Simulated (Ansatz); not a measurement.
Coupled-cluster run, C₂H₆InO (`C[O][In][CH3]`) radical.

```yaml
crystal:
  periodic: [false, false, false]
  atoms:
    - {symbol: C, position_ang: [-1.215161, 1.750877, 0.897288]}
    - {symbol: O, position_ang: [-0.466686, 0.615130, 0.592541]}
    - {symbol: In, position_ang: [0.305433, 0.014852, -1.166003]}
    - {symbol: C, position_ang: [1.308280, -1.928155, -0.873602]}
    - {symbol: H, position_ang: [-0.789081, 2.675054, 0.481156]}
    - {symbol: H, position_ang: [-1.254555, 1.875621, 1.986968]}
    - {symbol: H, position_ang: [-2.252304, 1.677059, 0.540340]}
    - {symbol: H, position_ang: [1.392322, -2.060340, 0.205302]}
    - {symbol: H, position_ang: [2.286895, -1.913945, -1.350145]}
    - {symbol: H, position_ang: [0.684857, -2.706165, -1.313855]}
basis:
  gaussian: {orbitals: def2-SVP}
magnetization: {spin_polarized: true, initial_magnetization: 1}
correlation: {method: ccsd_t}
scf: {omitted_lower_state_checks: [cluster_reference]}
```

```sh
$ ansatz run in.yaml --threads 4 --pin off --events-out ev --progress --plain --max-ram 10444MiB
```

Log, shortened:

```
Functional definition: HF
1072 factors; integrals over basis functions are off by at most 1.4e-3 eV
mean field evaluation 1: about -9333.3511 eV, gradient 2.8e1 eV
mean field evaluation 2: about -9333.3664 eV, gradient 2.8e1 eV
mean field evaluation 4: about -9337.5595 eV, gradient 3.3e0 eV
mean field evaluation 8: about -9337.6877 eV, gradient 1.8e-1 eV
mean field -9337.68910609 eV, -343.1537453359 hartree, gradient 2.6e-6 eV, S^2 0.773540; 0 other end points of the search recorded, 0 dependent functions left out
7 core orbitals not correlated: weight in the atoms' cores, before any rotation towards them, 1.000 or more for the frozen orbitals, at most 0.000 for the correlated occupied ones
reference -9337.68910609 eV, -343.1537453359 hartree; 17, 16 occupied and 74, 75 virtual orbitals, 1072 factors
second order -14.90588565 eV of doubles, -0.00000000 eV of singles
cycle   1  -15.48035417 eV  change   -5.7e-1 eV  update   1.1e-1
cycle   2  -15.91463035 eV  change   -4.3e-1 eV  update   3.9e-2
cycle   3  -16.08151331 eV  change   -1.7e-1 eV  update   2.9e-2
cycle   4  -16.09418940 eV  change   -1.3e-2 eV  update   1.1e-2
cycle   5  -16.08850882 eV  change    5.7e-3 eV  update   6.1e-3
cycle   6  -16.08861736 eV  change   -1.1e-4 eV  update   2.5e-3
cycle   7  -16.08870101 eV  change   -8.4e-5 eV  update   1.1e-3
cycle   8  -16.08885097 eV  change   -1.5e-4 eV  update   5.0e-4
cycle   9  -16.08897809 eV  change   -1.3e-4 eV  update   2.8e-4
cycle  10  -16.08888794 eV  change    9.0e-5 eV  update   1.1e-4
cycle  11  -16.08890011 eV  change   -1.2e-5 eV  update   6.1e-5
cycle  12  -16.08894896 eV  change   -4.9e-5 eV  update   2.3e-5
cycle  13  -16.08895483 eV  change   -5.9e-6 eV  update   1.1e-5
perturbative correction -0.47335936 eV, -0.0173956358 hartree
Total energy: -9354.25142028 eV, -343.7623991560 hartree
Checks for a lower state left out: cluster_reference
```

Hardware: 4 threads of an Intel Xeon Platinum 8488C on a shared host. Wall time 13 s, peak host memory 0.99 GiB.

Correlation energy per correlated electron: -0.502 eV. T1 diagnostic: 0.0176.
